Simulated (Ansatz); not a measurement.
A run for Ansatz (a first-principles code): U-CCSD(T)/cc-pVTZ on HO3 (SMILES [O]OO).

Ansatz 0.2 input:
```yaml
crystal:
  periodic: [false, false, false]
  atoms:
    - {symbol: O, position_ang: [0.03900743, 0.01173130, -0.84490111]}
    - {symbol: O, position_ang: [0.05210487, 0.01565770, 0.70147827]}
    - {symbol: H, position_ang: [0.95945531, 0.28788086, -0.99494238]}
    - {symbol: O, position_ang: [-1.05056761, -0.31516986, 1.13826522]}
basis:
  gaussian:
    orbitals: cc-pVTZ
magnetization: {spin_polarized: true, initial_magnetization: 1}
correlation: {method: ccsd_t, electrons: outside_noble_gas}
scf: {omitted_lower_state_checks: [cluster_reference]}
```

Q: Give the final energy of this run.

A: -225.7669 hartree (reference determinant -225.0302, T1 diagnostic 0.057). Its determinant has ⟨S²⟩ = 1.14, a mixture of spin states.

Q: How many basis functions does it have, and what does it roughly cost on one machine?

A: 104 functions; very roughly 18 core-seconds.
